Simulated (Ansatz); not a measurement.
HClSi, triplet, geometry from GFN2-xTB (the spin is typed, not shown lowest); BLYP/aug-cc-pVDZ (Ansatz, a quantum-chemistry and plane-wave program).

Ansatz was given this input:
Ansatz 0.2 input:
```yaml
crystal:
  periodic: [false, false, false]
  atoms:
    - {symbol: Si, position_ang: [0.86396504, -0.22610767, 0.58191413]}
    - {symbol: H, position_ang: [2.08188360, -0.47765862, -0.16155694]}
    - {symbol: Cl, position_ang: [-0.83396437, 0.21430388, -0.46972005]}
basis:
  gaussian:
    orbitals: aug-cc-pVDZ
hamiltonian:
  xc: blyp
magnetization: {spin_polarized: true, initial_magnetization: 2}
```

Task: What does Ansatz print? Leave out banner, timings and long lists.

Result: 
```
Functional definition: BLYP
716 factors; their error is unknown
mean field evaluation 1: about -20413.8827 eV, gradient 1.0e1 eV
mean field evaluation 2: about -20414.0359 eV, gradient 9.1e0 eV
mean field evaluation 4: about -20414.7301 eV, gradient 9.3e-1 eV
mean field evaluation 8: about -20414.6950 eV, gradient 1.9e-2 eV
mean field evaluation 16: about -20414.6950 eV, gradient 9.2e-6 eV
mean field -20414.69500972 eV, -750.2262040300 hartree, gradient 9.2e-6 eV, S^2 2.001931; 0 other end points of the search recorded, 0 dependent functions left out
reference -20414.69532946 eV, -750.2262157802 hartree; 17, 15 occupied and 46, 48 virtual orbitals, 716 factors
Total energy: -20414.69532946 eV, -750.2262157802 hartree
```
